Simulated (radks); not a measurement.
Isoelectronic series with 13 electrons, all held in the configuration [Ne] 3s2 3p1, which need not be the ground one along the series. All-electron calculation, scalar-relativistic Kohn-Sham, r2SCAN, spin-polarised, spherical densities, finite nucleus; open shells are filled with parallel spins first; meta-GGA in the generalised Kohn-Sham scheme; Fermi nuclear charge, rms radius of each element as measured or else 0.836 A^(1/3) + 0.57 fm. Program: a radial shooting solver on a logarithmic mesh with Libxc functionals. Total energies (hartree) and orbital eigenvalues (eV):

Al: E (hartree) -242.79133; 3p up -3.0571; 3s down -7.3873; 3s up -8.3617
Si+: E (hartree) -289.67137; 3p up -12.1735; 3s down -18.5236; 3s up -19.9683
P2+: E (hartree) -340.97135; 3p up -24.9267; 3s down -33.3095; 3s up -35.1571
S3+: E (hartree) -396.68479; 3p up -41.0444; 3s down -51.4664; 3s up -53.6863
Cl4+: E (hartree) -456.81245; 3p up -60.4063; 3s down -72.8776; 3s up -75.4520
Ar5+: E (hartree) -521.35883; 3p up -82.9479; 3s down -97.4830; 3s up -100.4005
K6+: E (hartree) -590.33070; 3p up -108.6313; 3s down -125.2492; 3s up -128.5019
Ca7+: E (hartree) -663.73638; 3p up -137.4329; 3s down -156.1573; 3s up -159.7394
Sc8+: E (hartree) -741.58550; 3p up -169.3381; 3s down -190.1969; 3s up -194.1043
Ti9+: E (hartree) -823.88879; 3p up -204.3373; 3s down -227.3635; 3s up -231.5929
V10+: E (hartree) -910.65795; 3p up -242.4249; 3s down -267.6560; 3s up -272.2051
Cr11+: E (hartree) -1001.90546; 3p up -283.5980; 3s down -311.0764; 3s up -315.9433
Mn12+: E (hartree) -1097.64472; 3p up -327.8553; 3s down -357.6287; 3s up -362.8119
Fe13+: E (hartree) -1197.89003; 3p up -375.1972; 3s down -407.3187; 3s up -412.8172
Co14+: E (hartree) -1302.65631; 3p up -425.6251; 3s down -460.1535; 3s up -465.9663
Ni15+: E (hartree) -1411.95961; 3p up -479.1415; 3s down -516.1413; 3s up -522.2681
Cu16+: E (hartree) -1525.81597; 3p up -535.7494; 3s down -575.2916; 3s up -581.7318
